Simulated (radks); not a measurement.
Spherical quantum dot in the effective-mass picture: electrons in a hard-walled sphere of radius 4.18, all in effective atomic units (hartree* = m*/eps^2 hartree, bohr* = eps/m* bohr), one dielectric constant everywhere. Method: non-relativistic Kohn-Sham, r2SCAN, spin-polarised, spherical densities, generalised Kohn-Sham scheme; computed with a radial shooting solver with Libxc functionals. Levels are named by radial order and angular momentum (1s, 1p, 1d, 2s, ...), and open shells are averaged over m. Results are scaled to m* = 0.577 and eps = 10.9, for which hartree* = 132.2 meV and bohr* = 0.9997 nm.

N = 19, configuration 1s2 1p6 1d10 1f(up 1, down 0). This is the lowest configuration that the search found. Occupied levels:

| level | occupation | eigenvalue (meV) | <r> (nm) |
|---|---|---|---|
| 1s up | 1 | 790.16 | 2.824 |
| 1s down | 1 | 791.86 | 2.814 |
| 1p up | 3 | 810.61 | 2.924 |
| 1p down | 3 | 812.57 | 2.918 |
| 1d up | 5 | 846.43 | 3.014 |
| 1d down | 5 | 848.68 | 3.011 |
| 1f up | 1 | 895.65 | 3.092 |

Energy (meV): total 8754.77, kinetic 2328.9, external 0, Hartree 7403.1, exchange-correlation -977.15.
